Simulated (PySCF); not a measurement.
C2H5ClMg. Atoms are numbered in the order given.

```xyz
9

Mg     0.2411    -0.1645     0.0000
Cl    -0.1567    -2.3510     0.0000
C      0.6236     1.9087     0.0000
C     -0.6099     2.8299     0.0000
H      1.2583     2.1368    -0.8782
H      1.2583     2.1368     0.8782
H     -1.2475     2.6680     0.8861
H     -1.2475     2.6680    -0.8861
H     -0.3317     3.8998     0.0000
```

Coordinates come from a TPSSh-D3(BJ)/def2-SVP optimisation. The values are those of a single conformer.

Calculation: PBE0/pcSseg-1 (PySCF).

GIAO shieldings, no solvent; atoms alike by connectivity are averaged. δ = σ(ref) − σ: ³⁵Cl against HCl (σ = 945.9 ppm); ¹³C against TMS (σ = 186.3 ppm); ¹H against TMS (σ = 31.56 ppm), references at their B3LYP-D3(BJ)/def2-TZVP geometries, non-relativistic (without spin–orbit terms, shifts of atoms bonded to Cl or Br come out too high).

```json
[
 {"nucleus": "³⁵Cl", "atoms": "Cl2", "count": "1", "δ (ppm)": "-99.4"},
 {"nucleus": "¹³C", "atoms": "C4", "count": "1", "δ (ppm)": "16.8"},
 {"nucleus": "¹³C", "atoms": "C3", "count": "1", "δ (ppm)": "0.0"},
 {"nucleus": "¹H", "atoms": "H7, H8, H9", "count": "3", "δ (ppm)": "1.65"},
 {"nucleus": "¹H", "atoms": "H5, H6", "count": "2", "δ (ppm)": "0.57"}
]
```
